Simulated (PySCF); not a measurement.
Excitation energy of S²⁺ by level of theory

S²⁺ [Ne] 3s2 3p2 (3P) → S²⁺ [Ne] 3s1 3p3 (5S), as a difference of total energies. All numbers are calculated (PySCF 2.14, the non-relativistic Hamiltonian (point nucleus), in def2-TZVPPD (6s6p4d1f, 51 functions)). Correlated levels: valence: [Ne] frozen. The calculations carry no spin-orbit coupling.

| method | excitation energy (eV) |
| --- | --- |
| UHF | 5.260 |
| MP2 (valence) | 6.424 |
| SCS-MP2 (valence) | 6.976 |
| CCSD (valence) | 6.787 |
| CCSD(T) (valence) | 6.837 |

**Question.** How much does correlation contribute at CCSD(T) (valence)?

**Answer.** 6.837 − (5.260) = 1.577 eV, measured against UHF.

A first-order spin-orbit estimate (lowest level to lowest level, LS coupling) adds 0.063 eV.
